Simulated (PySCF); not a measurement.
Gas-phase reaction: 2 HBr + C₃H₆ (propylene) ⇌ Br₂ + C₃H₈

Computed with PySCF (xtb for GFN2) and rigid-rotor harmonic-oscillator thermochemistry at 1 bar. The comparison is the NASA 1993 polynomial table, which mixes measured and estimated data. † marks an energy on the PBE0/def2-TZVP geometry and frequencies; other levels use their own. All species are closed-shell singlets. Br: all electrons, no relativistic terms.

Levels: a) PBE/def2-SVP; b) LDA/def2-TZVP†; c) GFN2-xTB.

### Question
Order the levels by the distance of their ΔH°(298 K) from the table for this reaction, closest first.

### Answer
a (-10 kJ), b (-30 kJ), c (-91 kJ)

The table gives -21 kJ. The order holds for this reaction alone, and for the 1993 entries, some of which have been revised since.
